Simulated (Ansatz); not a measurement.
`CCSC` + `[SiH3]S` → `CSCS[SiH3]` + CH₄  (substitution at a C–C bond)

Isolated molecules relaxed with PBE0-D4/def2-TZVP in Ansatz; ΔE leaves out vibrations. CCSD(T)/CBS adds triple-zeta CCSD(T) − MP2 to the extrapolated MP2 energy (def2 sets, frozen cores). This one scheme is used for every species. Functionals use def2-TZVPP. B3LYP here is the variant with VWN-RPA as its local correlation; programs differ in this. HSE06 is defined as in plane-wave codes. One conformer a species, not always the lowest.

`CCSC`:

Z-matrix (Å, degrees):
```
C
C 1 1.516
H 1 1.092 2 111.5
H 1 1.094 2 110.5 3 119.5
H 1 1.091 2 110.8 3 -120.3
S 2 1.805 1 114.8 3 62.9
H 2 1.094 1 111.2 3 -60.8
H 2 1.093 1 110.6 3 -179.4
C 6 1.797 2 100.6 1 -68.9
H 9 1.092 6 111.0 2 -57.6
H 9 1.090 6 106.8 2 -175.7
H 9 1.091 6 112.1 2 65.7
```

`[SiH3]S`:

Cartesian coordinates in Å:
```
Si 0.207 0.008 -0.486
S -0.127 -0.720 1.496
H -1.047 0.026 -1.281
H 1.172 -0.945 -1.083
H 0.786 1.376 -0.475
H -0.989 0.256 1.829
```

`CSCS[SiH3]`:

Z-matrix (Å, degrees):
```
C
S 1 1.794
H 1 1.091 2 110.5
H 1 1.091 2 111.2 3 -122.3
H 1 1.090 2 106.8 3 118.8
C 2 1.791 1 100.5 3 56.8
S 6 1.824 2 116.4 1 -61.8
H 6 1.092 2 110.9 1 59.4
H 6 1.091 2 105.6 1 176.6
Si 7 2.137 6 100.0 2 -44.3
H 10 1.486 7 103.4 6 -164.0
H 10 1.484 7 113.5 6 78.4
H 10 1.485 7 110.7 6 -45.9
```

CH₄:

Z-matrix (Å, degrees):
```
C
H 1 1.090
H 1 1.090 2 109.5
H 1 1.090 2 109.5 3 -120.0
H 1 1.090 2 109.5 3 120.0
```

CCSD(T)/CBS gives -0.8 kcal/mol.

Q: Another level gave +0.3 kcal/mol. Which?
A. B3LYP/def2-TZVPP
B. HF/def2-TZVPP
C. HSE06/def2-TZVPP
D. B97M-V/def2-TZVPP

A: C. HSE06 0.3, B3LYP 1.5, B97M-V -0.8, HF/def2-TZVPP 4.5 kcal/mol.

Largest T1 diagnostic among the species: 0.011.

At CCSD(T), def2-SVP lies +2.1 kcal/mol from the extrapolated value and def2-TZVPP +0.9 kcal/mol. From r2SCAN to r2SCAN0 (25 % exact exchange), in def2-TZVPP and without D4, ΔE moves by +0.9 kcal/mol. In def2-TZVPP, CCSD(T) changes the Hartree–Fock value by −4.4 kcal/mol (the triples alone add −1.2 kcal/mol) and MP2 by −5.9 kcal/mol.
